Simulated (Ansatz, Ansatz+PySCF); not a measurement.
```tsv
atom	x (Å)	y (Å)	z (Å)
Sc	-0.0411	0.0284	0.0023
F	1.7847	0.0285	-0.0169
F	-0.9022	1.6266	-0.0077
F	-0.9060	-1.5912	-0.0480
```

RHF on singlet ScF3 was run in several spherical basis sets with Ansatz (development build ahead of 0.2.0).

Problem. Rank the basis sets by the total energy that they give, lowest first, with the distance from the lowest.
A. cc-pVDZ
B. 6-31G(d)
C. aug-cc-pVDZ
D. STO-3G
E. 6-31G
F. def2-TZVP
G. def2-SVP
H. cc-pVTZ

Solution. H (0.00 eV), F (0.03 eV), C (1.99 eV), A (2.76 eV), B (5.25 eV), E (6.54 eV), G (13.08 eV), D (323.82 eV).

Totals follow the description of the cores as much as that of the bonds, so this order isn't one of quality for chemistry.
